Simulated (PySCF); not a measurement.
Compound: C₈H₁₂O.
Cartesian coordinates in Å at the GFN2-xTB level; atoms count from 1:
```xyz
21
C8H12O angstrom
C      2.393   -0.707    0.668
C      2.482    0.615   -0.032
C      1.295   -0.274   -0.256
C     -0.051    0.111    0.304
C     -0.839    1.061   -0.622
C     -2.286    0.774   -0.287
O     -2.570    0.690    1.083
C     -2.371   -0.516    0.399
C     -0.981   -1.100    0.526
H      3.051   -1.502    0.352
H      2.193   -0.706    1.728
H      3.200    0.728   -0.830
H      2.341    1.510    0.554
H      1.236   -0.777   -1.215
H      0.089    0.613    1.265
H     -0.571    2.103   -0.456
H     -0.664    0.817   -1.672
H     -3.077    1.164   -0.915
H     -3.231   -1.171    0.325
H     -0.839   -1.850   -0.255
H     -0.810   -1.567    1.494
```

Method: PBE0/pcSseg-1 in PySCF (dipole) on a GFN2-xTB geometry, gas phase.

Take the most abundant isotopes and a rigid rotor. The values belong to one conformer with, in the numbering `[CH2:1]1[CH2:2][CH:3]1[C@H:4]1[CH2:5][C@@H:6]2[O:7][C@@H:8]2[CH2:9]1`, C2–C3–C4–C5 85°, C1–C2–C3–C4 109°, C3–C4–C5–C6 153°, C4–C5–C6–O7 45°, C5–C6–O7–C8 -98°.

Task: What are A, B and C (cm⁻¹)?

Result: Ia = 118.02, Ib = 494.37, Ic = 547.64 u·Å²; 505379 MHz·u·Å²/I gives 4282, 1022 and 922.8 MHz, that is A = 0.14284, B = 0.03410, C = 0.03078 cm⁻¹.

Task: Classify the top.

Result: A near-prolate asymmetric top: κ = (2 × 1022 − 4282 − 922.8)/(4282 − 922.8) = -0.94.

Task: Is it planar, by Δ = Ic − Ia − Ib?

Result: Not planar: Δ = Ic − Ia − Ib = -64.74 u·Å². For a rigid frame Δ = −2 Σ m c², so Σ m c² = 32.37 u·Å² lies off the ab plane: 11.77 from hydrogen and 20.60 from heavier atoms. The atom farthest from that plane is 1.53 Å away.

Task: Where do the levels up to J = 4 lie, in K?

Result: Above 0(0,0), as E/k:
J = 1: 1(0,1) 0.093, 1(1,1) 0.250, 1(1,0) 0.255
J = 2: 2(0,2) 0.280, 2(1,2) 0.432, 2(1,1) 0.446, 2(2,1) 0.915, 2(2,0) 0.916
J = 3: 3(0,3) 0.560, 3(1,3) 0.705, 3(1,2) 0.733, 3(2,2) 1.195, 3(2,1) 1.196, 3(3,1) 1.990, 3(3,0) 1.990
J = 4: 4(0,4) 0.932, 4(1,4) 1.068, 4(1,3) 1.116, 4(2,3) 1.569, 4(2,2) 1.570, 4(3,2) 2.363, 4(3,1) 2.363, 4(4,1) 3.475, 4(4,0) 3.475

Task: Which types of transition are allowed, and where do some lines up to J = 4 fall?

Result: The dipole components are |μa| = 0.83 D, |μb| = 0.00 D, |μc| = 1.75 D; the mirror of this Cs structure is the ac plane, so μb vanishes by symmetry and there are no b-type lines. Intensities carry the squares of the components, which stand as 0.23 : 1.00 (a : c). Some lines, for components of 0.1 D or more:

| type | branch | J(Ka,Kc) | MHz | lower level (cm⁻¹) |
| --- | --- | --- | --- | --- |
| a | Q | 3(1,2) ← 3(1,3) | 597 | 0.490 |
| a | R | 1(0,1) ← 0(0,0) | 1945 | 0.000 |
| c | Q | 2(1,2) ← 2(0,2) | 3163 | 0.195 |
| a | R | 3(0,3) ← 2(0,2) | 5826 | 0.195 |
| c | R | 2(1,1) ← 1(0,1) | 7349 | 0.065 |
| a | R | 4(0,4) ← 3(0,3) | 7758 | 0.389 |
| c | R | 4(1,3) ← 3(0,3) | 11593 | 0.389 |
| c | R | 2(2,0) ← 1(1,0) | 13772 | 0.177 |
| c | R | 3(2,1) ← 2(1,1) | 15626 | 0.310 |
| c | R | 3(2,2) ← 2(1,2) | 15914 | 0.300 |
| c | R | 4(2,2) ← 3(1,2) | 17444 | 0.510 |
| c | R | 3(3,1) ← 2(2,1) | 22385 | 0.636 |
| c | Q | 4(4,1) ← 4(3,1) | 23164 | 1.643 |
| c | R | 4(4,1) ← 3(3,1) | 30949 | 1.383 |

Task: Estimate the classical rotational partition function at 25 K, 100 K and 200 K.

Result: Point group Cs, symmetry number σ = 1; q = (√π/σ)·√((kT/h)³/(ABC)), k/h = 20836.6 MHz/K: 10500 at 25 K, 83900 at 100 K, 237000 at 200 K.

No frequency check. Zero-point vibration and centrifugal distortion are left out.
